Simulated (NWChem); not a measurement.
Program: NWChem. System: BrSi, charge 0, spin multiplicity 2, at a geometry optimised with UPBE0/def2-SVP. The structure started from a generated list of species. Its SCF solution wasn't tested for a lower state. Level: UB2PLYP/def2-SVP, 14 core orbitals frozen.

Input file:

```
start mol
memory heap 200 mb stack 900 mb global 1100 mb
geometry units angstroms nocenter noautoz
  Si     0.000000     0.000000     1.599566
  Br     0.000000     0.000000    -0.639826
  symmetry group C2v
end
basis spherical
  * library def2-svp
end
dft
  xc hfexch 0.53 becke88 0.47 lyp 0.73 mp2 0.27
  dftmp2
  odft
  mult 2
  semidirect memsize 60000000 filesize 0
  iterations 100
end
mp2
  freeze core 14
end
task dft energy
```

Output (cleaned and shortened):

```
             Northwest Computational Chemistry Package (NWChem) 7.3.0
             --------------------------------------------------------

                                NWChem Input Module
                                -------------------

 Scaling coordinates for geometry "geometry" by  1.889725989
 (inverse scale =  0.529177249)

 Turning off AUTOSYM since
 SYMMETRY directive was detected!

                             Geometry "geometry" -> ""
                             -------------------------

 Output coordinates in angstroms (scale by  1.889725989 to convert to a.u.)

  No.       Tag          Charge          X              Y              Z
 ---- ---------------- ---------- -------------- -------------- --------------
    1 Si                  14.0000     0.00000000     0.00000000     1.59956600
    2 Br                  35.0000     0.00000000     0.00000000    -0.63982600

 Effective nuclear repulsion energy (a.u.)     115.7889516484

            Nuclear Dipole moment (a.u.)
            ----------------------------
        X                 Y               Z
 ---------------- ---------------- ----------------
     0.0000000000     0.0000000000     0.0000264562

      Symmetry information
      --------------------

 Group name             C2v
 Group number             16
 Group order               4
 No. of unique centers     2

      Symmetry unique atoms

     1    2


 Summary of "ao basis" -> "" (spherical)
 ------------------------------------------------------------------------------
       Tag                 Description            Shells   Functions and Types
 ---------------- ------------------------------  ------  ---------------------
 *                          def2-svp                  on all atoms

  dft_input: which_mp2 not specified, using semidirect MP2 by default.

                                 NWChem DFT Module
                                 -----------------

 Summary of "ao basis" -> "ao basis" (spherical)
 ------------------------------------------------------------------------------
       Tag                 Description            Shells   Functions and Types
 ---------------- ------------------------------  ------  ---------------------
 Si                         def2-svp                 8       18   4s3p1d
 Br                         def2-svp                12       32   5s4p3d

 Summary of "ao basis" -> "ao basis" (spherical)
 ------------------------------------------------------------------------------
       Tag                 Description            Shells   Functions and Types
 ---------------- ------------------------------  ------  ---------------------
 Si                         def2-svp                 8       18   4s3p1d
 Br                         def2-svp                12       32   5s4p3d

      Symmetry analysis of basis
      --------------------------

        a1         24
        a2          4
        b1         11
        b2         11

            General Information
            -------------------
          SCF calculation type: DFT
          Wavefunction type:  spin polarized.
          No. of atoms     :     2
          No. of electrons :    49
           Alpha electrons :    25
            Beta electrons :    24
          Charge           :     0
          Spin multiplicity:     2
          Use of symmetry is: on ; symmetry adaption is: on
          Maximum number of iterations: 100
          AO basis - number of functions:    50
                     number of shells:    20
          Convergence on energy requested:  1.00D-06
          Convergence on density requested:  1.00D-05
          Convergence on gradient requested:  5.00D-04

              XC Information
              --------------
                     Hartree-Fock (Exact) Exchange  0.530
                    Becke 1988 Exchange Functional  0.470
              Lee-Yang-Parr Correlation Functional  0.730

             Grid Information
             ----------------
          Grid used for XC integration:  medium
          Radial quadrature: Mura-Knowles
          Angular quadrature: Lebedev.
          Tag              B.-S. Rad. Rad. Pts. Rad. Cut. Ang. Pts.
          ---              ---------- --------- --------- ---------
          Si                  1.10       88           8.0       590
          Br                  1.15      112           8.0       590
          Grid pruning is: on
          Number of quadrature shells:   200
          Spatial weights used:  Erf1

          Convergence Information
          -----------------------
          Convergence aids based upon iterative change in
          total energy or number of iterations.
          Levelshifting, if invoked, occurs when the
          HOMO/LUMO gap drops below (HL_TOL):  1.00D-02
          DIIS, if invoked, will attempt to extrapolate
          using up to (NFOCK): 10 stored Fock matrices.

                    Damping( 0%)  Levelshifting(0.5)       DIIS
                  --------------- ------------------- ---------------
          dE  on:    start            ASAP                start
          dE off:    2 iters        100 iters           100 iters

      Screening Tolerance Information
      -------------------------------
          Density screening/tol_rho:  1.00D-10
          AO Gaussian exp screening on grid/accAOfunc:  14
          CD Gaussian exp screening on grid/accCDfunc:  20
          XC Gaussian exp screening on grid/accXCfunc:  20
          Schwarz screening/accCoul:  1.00D-08

      Superposition of Atomic Density Guess
      -------------------------------------

 Sum of atomic energies:       -2860.82435286
[...]
    13     -0.517151  1 Si pz                23     -0.460789  2 Br s
     2     -0.395475  1 Si s                 35     -0.235994  2 Br pz
    48     -0.172277  2 Br d  0              22     -0.148341  2 Br s
    10      0.102342  1 Si pz                21      0.076429  2 Br s

                     DFT Final Beta Molecular Orbital Analysis
                     -----------------------------------------

 Vector   22  Occ=1.000000D+00  E=-3.671513D-01  Symmetry=b1
              MO Center=  9.6D-13, -3.3D-16, -4.6D-01, r^2= 1.7D+00
   Bfn.  Coefficient  Atom+Function         Bfn.  Coefficient  Atom+Function
  ----- ------------  ---------------      ----- ------------  ---------------
    33      0.578168  2 Br px                30      0.505796  2 Br px
    27     -0.337445  2 Br px                11      0.116647  1 Si px
    24      0.109523  2 Br px                 8      0.093348  1 Si px
     5     -0.053965  1 Si px                17      0.047842  1 Si d  1
    49     -0.037035  2 Br d  1

 Vector   23  Occ=1.000000D+00  E=-3.581915D-01  Symmetry=b2
              MO Center= -1.9D-16, -6.5D-15, -4.9D-01, r^2= 1.6D+00
   Bfn.  Coefficient  Atom+Function         Bfn.  Coefficient  Atom+Function
  ----- ------------  ---------------      ----- ------------  ---------------
    34      0.586552  2 Br py                31      0.512037  2 Br py
    28     -0.341229  2 Br py                25      0.110729  2 Br py
    12      0.096072  1 Si py                 9      0.076450  1 Si py
     6     -0.045711  1 Si py                15     -0.044275  1 Si d -1
    47      0.035603  2 Br d -1

 Vector   24  Occ=1.000000D+00  E=-3.409932D-01  Symmetry=a1
              MO Center= -1.7D-15, -1.5D-16,  1.1D+00, r^2= 3.4D+00
   Bfn.  Coefficient  Atom+Function         Bfn.  Coefficient  Atom+Function
  ----- ------------  ---------------      ----- ------------  ---------------
     3      0.476136  1 Si s                 35     -0.393963  2 Br pz
    32     -0.359878  2 Br pz                 4      0.338288  1 Si s
     2      0.277844  1 Si s                 10      0.243915  1 Si pz
    29      0.235381  2 Br pz                13      0.203373  1 Si pz
     7     -0.131914  1 Si pz                26     -0.076311  2 Br pz

 Vector   25  Occ=0.000000D+00  E=-5.665794D-02  Symmetry=b1
              MO Center= -1.2D-15,  1.4D-16,  1.5D+00, r^2= 3.0D+00
   Bfn.  Coefficient  Atom+Function         Bfn.  Coefficient  Atom+Function
  ----- ------------  ---------------      ----- ------------  ---------------
    11      0.749150  1 Si px                 8      0.367771  1 Si px
    33     -0.286470  2 Br px                 5     -0.205469  1 Si px
    30     -0.167505  2 Br px                27      0.112092  2 Br px
    49     -0.047901  2 Br d  1              24     -0.036245  2 Br px

 Vector   26  Occ=0.000000D+00  E=-2.120488D-02  Symmetry=b2
              MO Center= -2.1D-16,  2.3D-15,  1.5D+00, r^2= 3.0D+00
   Bfn.  Coefficient  Atom+Function         Bfn.  Coefficient  Atom+Function
  ----- ------------  ---------------      ----- ------------  ---------------
    12      0.773973  1 Si py                 9      0.342984  1 Si py
    34     -0.268304  2 Br py                 6     -0.198721  1 Si py
    31     -0.154244  2 Br py                28      0.102381  2 Br py
    47      0.055441  2 Br d -1              25     -0.033072  2 Br py

 Vector   27  Occ=0.000000D+00  E= 6.199658D-02  Symmetry=a1
              MO Center=  3.3D-15, -1.3D-17,  1.3D+00, r^2= 3.9D+00
   Bfn.  Coefficient  Atom+Function         Bfn.  Coefficient  Atom+Function
  ----- ------------  ---------------      ----- ------------  ---------------
    13      1.110990  1 Si pz                35      0.746600  2 Br pz
    23      0.564878  2 Br s                  4     -0.393743  1 Si s
     3     -0.325102  1 Si s                 10      0.294823  1 Si pz
    22      0.282674  2 Br s                 32      0.225575  2 Br pz
    21     -0.184793  2 Br s                  7     -0.164531  1 Si pz

   alpha - beta orbital overlaps
   -----------------------------

   alpha      1      2      3      4      5      6      7      8      9     10
    beta      1      2      3      4      5      6      7      8      9     10
 overlap   1.000  1.000  1.000  1.000  1.000  1.000  1.000  1.000  1.000  1.000

   alpha     11     12     13     14     15     16     17     18     19     20
    beta     11     14     12     13     15     16     17     18     19     20
 overlap   1.000  1.000  1.000  1.000  0.999  1.000  1.000  1.000  0.999  1.000

   alpha     21     22     23     24     25     26     27     28     29     30
    beta     21     23     22     24     26     25     27     28     29     31
 overlap   0.992  0.990  1.000  0.992  0.986  1.000  0.998  1.000  0.997  0.995

   alpha     31     32     33     34     35     36     37     38     39     40
    beta     30     32     34     33     35     36     39     38     37     40
 overlap   0.999  0.989  0.993  0.999  0.989  0.970  0.952  0.989  0.968  1.000

   alpha     41     42     43     44     45     46     47     48     49     50
    beta     41     42     44     43     45     47     46     48     49     50
 overlap   0.997  0.998  0.998  1.000  1.000  1.000  1.000  1.000  1.000  1.000

     --------------------------
     Expectation value of S2:
     --------------------------
      <S2> =      0.7571 (Exact =     0.7500)

 center of mass
 --------------
 x =   0.00000000 y =   0.00000000 z =  -0.11177400

 moments of inertia (a.u.)
 ------------------
         371.107240848829           0.000000000000           0.000000000000
           0.000000000000         371.107240848829           0.000000000000
           0.000000000000           0.000000000000           0.000000000000

     Multipole analysis of the density
     ---------------------------------

     L   x y z        total         alpha         beta         nuclear
     -   - - -        -----         -----         ----         -------
     0   0 0 0     -0.000000    -25.000000    -24.000000     49.000000

     1   1 0 0      0.000000      0.000000      0.000000      0.000000
     1   0 1 0     -0.000000     -0.000000     -0.000000      0.000000
     1   0 0 1      0.409866     -1.166673      1.576512      0.000026

     2   2 0 0    -21.760464    -11.633588    -10.126876      0.000000
     2   1 1 0     -0.000000     -0.000000      0.000000      0.000000
     2   1 0 1     -0.000000     -0.000000     -0.000000      0.000000
     2   0 2 0    -24.832633    -14.903762     -9.928871      0.000000
     2   0 1 1     -0.000000     -0.000000      0.000000      0.000000
     2   0 0 2    -22.800931   -106.109306    -95.776092    179.084466

                   NWChem MP2 Semi-direct Energy/Gradient Module
                   ---------------------------------------------

  Basis functions       =     50
  Molecular orbitals    =     50
  Frozen core           =     14
  Frozen virtuals       =      0
  Active alpha occupied =     11
  Active beta occupied  =     10
  Active alpha virtual  =     25
  Active beta virtual   =     26
  Use MO symmetry       = T
  Use skeleton AO sym   = T

  AO/Fock/Back tols     =   1.0D-09  1.0D-09  1.0D-09

 GA uses MA = F    GA memory limited = T

 Available:
  local mem=  4.43D+07
 global mem=  1.44D+08
 local disk=  0.00D+00
  mp2_memr nvloc                    25
  nvloc new                    25
   1 passes of  11:        3145728                      12112                   1164677.
   1 passes of  11: M     44323086           G      144174200           F      41177358.

 Semi-direct pass number   1 of   1  for UHF alpha       at        0.8s
  vrange nnbf                  1241
  mp2_eaftype                    10  avail_ma_in_mb                   386
 EAF : mp2_eaftype filesize          10     582338.
  mp2_eaf for mointskh                     10
Node 0 wrote      2.7 Mb in      0.0 s     Agg I/O rate:  1801.5 Mb/s
 Done moints_semi at        1.3s
  mp2_eaftype                    10  avail_ma_in_mb                   386
 EAF : mp2_eaftype filesize          10     582338.
  mp2_eaf for kh                    10
 Done maket at        1.3s
 Done multipass loop at        1.3s

 GA uses MA = F    GA memory limited = T

 Available:
  local mem=  4.43D+07
 global mem=  1.44D+08
 local disk=  0.00D+00
  mp2_memr nvloc                    26
  nvloc new                    26
   1 passes of  10:        3145728                      11730                   1101386.
   1 passes of  10: M     44323086           G      144174200           F      41177358.

 Semi-direct pass number   1 of   1  for UHF beta        at        1.3s
  vrange nnbf                  1241
  mp2_eaftype                    10  avail_ma_in_mb                   386
 EAF : mp2_eaftype filesize          10     550693.
  mp2_eaf for mointskh                     10
Node 0 wrote      2.6 Mb in      0.0 s     Agg I/O rate:  2334.4 Mb/s
 Done moints_semi at        1.8s
  mp2_eaftype                    10  avail_ma_in_mb                   386
 EAF : mp2_eaftype filesize          10     550693.
  mp2_eaf for kh                    10
 Done maket at        1.8s
 Done multipass loop at        1.8s

          -------------------------------------------
          DFT energy                   -2862.595257812287
          Unscaled MP2 energy             -0.348791245928
          Total DFT+MP2 energy         -2862.689431448688
          -------------------------------------------

 -----------------------
 Performance information
 -----------------------

 Timer overhead =  9.66D-08 seconds/call

               Nr. of calls         CPU time (s)                 Wall time (s)                GFlops
             ---------------    -------------------     ------------------------------   -------------------
Name         Min   Avg   Max    Min     Avg     Max     Min     Avg     Max   Mx/calls   Min     Max     Sum
mp2: moin     2     2     2   0.98    0.98    0.98     0.98    0.98    0.98    0.49      0.0     0.0     0.0
mp2: make     2     2     2   2.09E-2 2.09E-2 2.09E-2  2.09E-2 2.09E-2 2.09E-2 1.04E-2   0.0     0.0     0.0
mp2: tota     1     1     1    1.0     1.0     1.0      1.0     1.0     1.0     1.0      0.0     0.0     0.0

 The average no. of pstat calls per process was 5.00D+00
 with a timing overhead of 4.83D-07s

 Task  times  cpu:        1.8s     wall:        1.8s

 Total times  cpu:        1.8s     wall:        1.8s
```
